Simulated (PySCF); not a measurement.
Vibration and rotation of HgH⁺

RHF-CCSD(T) constants of HgH⁺, ¹Σ⁺ (singlet), closed shell (PySCF, scalar-relativistic core potentials, basis sets Hg def2-SVPD with ECP60, H def2-SVPD; masses 201.9706 and 1.0078 u):

| Quantity | Value |
| --- | --- |
| ωe | 2000.7 cm⁻¹ |
| ωexe | 44.0 cm⁻¹ |
| Be | 6.6031 cm⁻¹ |
| αe | 0.226 cm⁻¹ |
| D (centrifugal) | 0.000288 cm⁻¹ |
| De to Hg⁺ + H | 2.60 eV |

(1) Give the vibrational terms G(v) and spacings up to v = 5.

(2) How well does the Morse estimate ωe²/(4ωexe) reproduce De, and what is D0?

Correlated steps freeze no core orbitals. Correlated levels converge slowly with the basis: in double zeta they bind strong bonds too weakly, by up to about 1 eV, and carry superposition errors of some tenths. Spin–orbit coupling is left out. For an ion De counts to the pair picked by the measured ionisation energies or electron affinities, which need not be the lowest pair at this level. Where the molecule has an RHF reference, its open-shell atoms are computed with UHF. The CCSD T1 diagnostic is raised, a sign that a single reference may not be enough here.

## Answers

(1) G(v) = ωe(v+½) − ωexe(v+½)².

```json
{"v": "0", "G(v) (cm⁻¹)": "989", "G(v) − G(v−1)": "", "Bv (cm⁻¹)": "6.490"}
{"v": "1", "G(v) (cm⁻¹)": "2902", "G(v) − G(v−1)": "1913", "Bv (cm⁻¹)": "6.264"}
{"v": "2", "G(v) (cm⁻¹)": "4727", "G(v) − G(v−1)": "1825", "Bv (cm⁻¹)": "6.038"}
{"v": "3", "G(v) (cm⁻¹)": "6463", "G(v) − G(v−1)": "1737", "Bv (cm⁻¹)": "5.812"}
{"v": "4", "G(v) (cm⁻¹)": "8112", "G(v) − G(v−1)": "1649", "Bv (cm⁻¹)": "5.586"}
{"v": "5", "G(v) (cm⁻¹)": "9673", "G(v) − G(v−1)": "1561", "Bv (cm⁻¹)": "5.360"}
```

(2) It gives 2.82 eV, 108 % of the computed De. D0 = De − G(0) = 2.60 − 0.12 = 2.48 eV.
